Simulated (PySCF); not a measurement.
# Two-component Hartree-Fock for Zr²¹⁺ (zirconium, charge +21)

Start: [Ar] 3d1; 3d3/2 filled at m_j = +3/2. Calculated with PySCF 2.14 in an uncontracted even-tempered set (16 s from 2.5 bohr⁻², ratio 2.8; 12 p from 3.2 bohr⁻², ratio 2.8; 8 d from 3.2 bohr⁻², ratio 2.8; 3 f from 9.7 bohr⁻², ratio 3): generalised Hartree-Fock with the X2C-1e Hamiltonian and a Gaussian nucleus; one run each with spin-orbit coupling (SO) switched off, then screened by Boettger's factors.

| spinor shell | electrons | ε, spin-free (eV) | ε, screened SO (eV) | weight of nominal j (screened SO) | rms radius, screened SO (bohr) |
| --- | --- | --- | --- | --- | --- |
| 1s1/2 | 2 | -18933.0 | -18932.1 | 1.000 | 0.0426 |
| 2s1/2 | 2 | -3403.4 | -3403.0 | 1.000 | 0.175 |
| 2p1/2 | 2 | -3121.0 | -3182.3 | 1.000 | 0.152 |
| 2p3/2 | 4 | -3121.0 | -3091.8 | 1.000 | 0.156 |
| 3s1/2 | 2 | -1140.4 | -1140.3 | 1.000 | 0.443 |
| 3p1/2 | 2 | -1041.0 | -1056.1 | 0.994 | 0.435 |
| 3d3/2 | 1 | -921.70 | -923.80 | 1.000 | 0.398 |

Where does 3p3/2 lie, and what is the 3p spin-orbit splitting (screened SO)?

At -1033.7 eV, 22.338 eV above 3p1/2.

| quantity | spin-free | screened SO |
| --- | --- | --- |
| E (hartree) | -3339.16516 | -3339.59408 |
| M_J | 3/2 | 3/2 |
| ⟨J²⟩ | 4.060 | 3.751 |
| ⟨L²⟩ | 6.002 | 6.006 |
| ⟨S²⟩ | 0.751 | 0.755 |

Each row is a mean over spinors that exchange with the open shell spreads, by up to 11.959 eV (3p1/2).

Breit and QED terms are absent; they matter most for the inner s and p1/2 levels.

Densities and radii are taken from the X2C orbitals without a picture-change correction, which distorts them close to the nucleus.

Without spin-orbit coupling the j labels of p, d and f shells carry no meaning; the spin-free column gives the mean over the occupied spinors of each nl shell, and its ⟨J²⟩ belongs to a mixture of degenerate components.
